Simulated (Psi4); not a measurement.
Psi4 input (wB97X-D/6-311+G**):

```
memory 1500 MB

molecule {
1 1
Si   -1.09196200   -0.41577800    0.17444600
S     1.02738700    0.42233400   -0.26092300
H    -1.02486900   -0.84467200    1.57607700
H    -1.88919300    0.78418400   -0.10411400
H    -1.14302800   -1.48132300   -0.83306800
H     1.74924700   -0.59625700    0.25757200
H     1.15710600    1.20160300    0.83605600
symmetry c1
no_reorient
no_com
}

set {
  basis 6-311+G**
  reference rks
  scf_type pk
  dft_radial_points 99
  dft_spherical_points 590
  e_convergence 1e-8
  d_convergence 1e-7
  maxiter 150
}

e = energy('wb97x-d')
print_out(f'\nFINAL {e:.10f} DIPOLE {variable("CURRENT DIPOLE")[0]:.6f} {variable("CURRENT DIPOLE")[1]:.6f} {variable("CURRENT DIPOLE")[2]:.6f}\n')
```

From the output:

```
      69A      1.614823    70A      1.696445    71A      1.811747
      72A      1.923902    73A      2.002695    74A      2.005566
      75A      2.039217    76A      2.388435    77A      2.479205
      78A      2.488846    79A      2.514804    80A      2.561598
      81A      5.412492    82A      7.742937    83A     11.247211
      84A     11.336085    85A     11.336595    86A     17.197328
      87A     17.197374    88A     17.236312    89A    140.931812
      90A    188.998084

    Final Occupation by Irrep:
              A
    DOCC [    17 ]
    NA   [    17 ]
    NB   [    17 ]

  @RKS Final Energy:  -690.41620090092124

   => Energetics <=

    Nuclear Repulsion Energy =             94.3563551830975484
    One-Electron Energy =               -1133.4878723754791281
    Two-Electron Energy =                 383.6113441952806511
    DFT Exchange-Correlation Energy =     -34.8942616548549864
    Empirical Dispersion Energy =          -0.0017662489654028
    VV10 Nonlocal Energy =                  0.0000000000000000
    Total Energy =                       -690.4162009009212397

Computation Completed

Properties will be evaluated at   0.000000,   0.000000,   0.000000 [a0]

Properties computed using the SCF density matrix

 Multipole Moments:

 ------------------------------------------------------------------------------------
     Multipole            Electronic (a.u.)      Nuclear  (a.u.)        Total (a.u.)
 ------------------------------------------------------------------------------------

 L = 1.  Multiply by 2.5417464519 to convert [e a0] to [Debye]
 Dipole X            :          0.3459470           -0.0000246            0.3459224
 Dipole Y            :         -0.0556928           -0.0000246           -0.0557174
 Dipole Z            :          0.5272534           -0.0000019            0.5272515
 Magnitude           :                                                    0.6330568

 ------------------------------------------------------------------------------------

FINAL -690.4162009009 DIPOLE 0.345922 -0.055717 0.527252

*** Psi4 exiting successfully. Buy a developer a beer!
```

The dipole moment of an ion depends on the origin.

The geometry given is a B3LYP-D3(BJ)/def2-TZVP minimum.
